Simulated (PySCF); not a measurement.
**Bonding in `COC(=O)OCCC(=O)[O-]`**

C₅H₇O₅ (charge -1).
SMILES with atom numbers: `[CH3:1][O:2][C:3](=[O:4])[O:5][CH2:6][CH2:7][C:8](=[O:9])[O-:10]` (hydrogens: H11, H12, H13 on C1; H14, H15 on C6; H16, H17 on C7)

Geometry (GFN2-xTB, Å), atoms numbered from 1 in this order:
```
atom  x, y, z in Å
C1     3.505   -0.363   -0.378
O2     2.274    0.284   -0.635
C3     1.312    0.082    0.307
O4     1.497   -0.588    1.288
O5     0.244    0.740   -0.049
C6    -0.963    0.591    0.753
C7    -2.031   -0.189    0.034
C8    -3.468    0.075    0.730
O9    -3.602    1.186    1.247
O10   -4.257   -0.865    0.638
H11    3.380   -1.449   -0.399
H12    3.894   -0.077    0.603
H13    4.183   -0.045   -1.166
H14   -0.695    0.124    1.702
H15   -1.333    1.605    0.932
H16   -2.117    0.162   -0.997
H17   -1.831   -1.261    0.028
```

Bond orders from the PBE0/pcSseg-1 density (PySCF). Isolated species at its GFN2-xTB geometry (one conformer only). The pcSseg-1 basis has no diffuse functions, a weakness for an anion.

Q: Where do the orders between heavy atoms depart from those drawn in the SMILES?

A: The largest departure is 0.785, at C8–O10 (drawn single, 1.785). Drawn single, order above 1.12: C3–O5 (1.204) and C8–O10 (1.785). Drawn single, order below 0.88: O5–C6 (0.758) and C7–C8 (0.860). The SMILES, with its formal charges, is one Lewis structure only.

Q: Set the Mayer orders of the bonds beside their lengths.

A: 
```
  bond  drawn as  length (Å)  Mayer order
 C1–O2    single       1.414        0.906
 O2–C3    single       1.362        1.039
 C3–O4    double       1.202        1.874
 C3–O5    single       1.304        1.204
 O5–C6    single       1.457        0.758
 C6–C7    single       1.505        1.048
 C7–C8    single       1.619        0.860
 C8–O9    double       1.233        1.730
C8–O10    single       1.230        1.785
C1–H11    single       1.093        0.967
C1–H12    single       1.093        0.965
C1–H13    single       1.088        0.972
C6–H14    single       1.092        0.944
C6–H15    single       1.094        0.934
C7–H16    single       1.092        0.948
C7–H17    single       1.090        0.954
```

By pair of heavy elements: C–O: lowest O5–C6 (0.758, 1.457 Å), highest C3–O4 (1.874, 1.202 Å). C–C: lowest C7–C8 (0.860, 1.619 Å), highest C6–C7 (1.048, 1.505 Å).

Q: Sum the orders of all bonds at each heavy atom with more than one neighbour and set the sums beside the valence in the SMILES.

A: C1 3.810 (drawn 4), O2 1.945 (drawn 2), C3 4.117 (drawn 4), O5 1.962 (drawn 2), C6 3.684 (drawn 4), C7 3.810 (drawn 4), C8 4.375 (drawn 4). Orders between atoms that aren't bonded are not in these sums.

The Mayer order sums products of elements of PS (density times overlap matrix) between the two atoms' basis functions, so it depends on the basis set.

The run behind these numbers computed NMR shieldings as well. Hardware: an Intel Xeon Platinum 8259CL at 2.50 GHz with one thread, on a shared host. Cost: 50 s wall, 0.93 GiB resident at most.
